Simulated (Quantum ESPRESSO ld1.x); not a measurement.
Input (ld1.x (Quantum ESPRESSO 7.5)):

```
 &input
    zed=35.0,
    iswitch=1,
    rel=2,
    dft='RXC-VWN',
    config='[Ar] 3d6',
    rel_dist='average',
    verbosity='high',
    lsmall=.true.,
    prefix='ld1',
    max_out_wfc=37,
    file_charge='ld1.rho',
 /
```

Command: `OMP_NUM_THREADS=1 ld1.x < ld1.in > ld1.out`

It prints (banner and zero overlaps left out):

```
     Program LD1 v.7.5 starts

     --------------------------- All-electron run ----------------------------

     dirac relativistic calculation

     atomic number is 35.00
     dft =RXC-VWN   lsd =0 sic =0 latt =0  beta=0.20 tr2=1.0E-14
     Exchange-correlation= RXC-VWN
                           (   3   2   0   0   0   0   0)
     mesh =2021 r(mesh) =  99.94819 a.u. xmin = -8.00 dx = 0.00800
     1 Ry =  13.60569312 eV, c = 137.03599908

     n l j   nl                  e(Ry)          e(Ha)          e(eV)
     Spin orbit split results
     1 0 0.5 1S 1( 2.00)    -994.710866410    -497.355433205 -13533.7307945
     2 0 0.5 2S 1( 2.00)    -148.028534771     -74.014267385  -2014.0308175
     2 1 0.5 2P 1( 2.00)    -135.660587859     -67.830293930  -1845.7563273
     2 1 1.5 2P 1( 4.00)    -132.189409798     -66.094704899  -1798.5285438
     3 0 0.5 3S 1( 2.00)     -36.424511851     -18.212255925   -495.5807304
     3 1 0.5 3P 1( 2.00)     -32.077193382     -16.038596691   -436.4324494
     3 1 1.5 3P 1( 4.00)     -31.503133916     -15.751566958   -428.6219725
     3 2 1.5 3D 1( 2.40)     -24.014015924     -12.007007962   -326.7273313
     3 2 2.5 3D 1( 3.60)     -23.910599659     -11.955299830   -325.3202814
     Averaged results
     1 0     1S 1( 2.00)    -994.710866410    -497.355433205 -13533.7307945
     2 0     2S 1( 2.00)    -148.028534771     -74.014267385  -2014.0308175
     2 1     2P 1( 6.00)    -133.346469152     -66.673234576  -1814.2711383
     3 0     3S 1( 2.00)     -36.424511851     -18.212255925   -495.5807304
     3 1     3P 1( 6.00)     -31.694487072     -15.847243536   -431.2254648
     3 2     3D 1( 6.00)     -23.951966165     -11.975983083   -325.8831013

     final scf error:  8.4E-15 reached in  31 iterations

     Etot =   -5101.237026 Ry,   -2550.618513 Ha,  -69405.865521 eV

     Ekin =    5222.487242 Ry,    2611.243621 Ha,   71055.558750 eV
     Encl =  -11825.784708 Ry,   -5912.892354 Ha, -160897.997674 eV
     Eh   =    1655.848267 Ry,     827.924133 Ha,   22528.963377 eV
     Exc  =    -153.787827 Ry,     -76.893913 Ha,   -2092.389976 eV

     normalization and overlap integrals

     s(1S/1S) =  1.000000  <r> =   0.0429  <r2> =    0.0025  r(max) =   0.0281
     LC norm =  0.98399906 + SC norm =  0.01600094 =  1.00000000
     s(2S/2S) =  1.000000  <r> =   0.1896  <r2> =    0.0424  r(max) =   0.1596
     LC norm =  0.99682723 + SC norm =  0.00317277 =  1.00000000
     s(2P/2P) =  1.000000  <r> =   0.1628  <r2> =    0.0325  r(max) =   0.1255
     LC norm =  0.99682932 + SC norm =  0.00317068 =  1.00000000
     s(2P/2P) =  1.000000  <r> =   0.1667  <r2> =    0.0339  r(max) =   0.1286
     LC norm =  0.99690295 + SC norm =  0.00309705 =  1.00000000
     s(3S/3S) =  1.000000  <r> =   0.5278  <r2> =    0.3186  r(max) =   0.4736
     LC norm =  0.99915093 + SC norm =  0.00084907 =  1.00000000
     s(3P/3P) =  1.000000  <r> =   0.5236  <r2> =    0.3184  r(max) =   0.4624
     LC norm =  0.99919101 + SC norm =  0.00080899 =  1.00000000
     s(3P/3P) =  1.000000  <r> =   0.5320  <r2> =    0.3284  r(max) =   0.4698
     LC norm =  0.99920913 + SC norm =  0.00079087 =  1.00000000
     s(3D/3D) =  1.000000  <r> =   0.5081  <r2> =    0.3078  r(max) =   0.4004
     LC norm =  0.99930022 + SC norm =  0.00069978 =  1.00000000
     s(3D/3D) =  1.000000  <r> =   0.5107  <r2> =    0.3107  r(max) =   0.4036
     LC norm =  0.99930512 + SC norm =  0.00069488 =  1.00000000

     LC charge = 23.93226243 + SC charge =  0.06773757 = 24.00000000

     ------------------------ End of All-electron run ------------------------
```

Run on one thread of a shared host, so times are rough (Intel(R) Xeon(R) Processor @ 2.60GHz): 0.42 s of CPU time, 1.6 s wall, 31 iterations on 2021 mesh points.
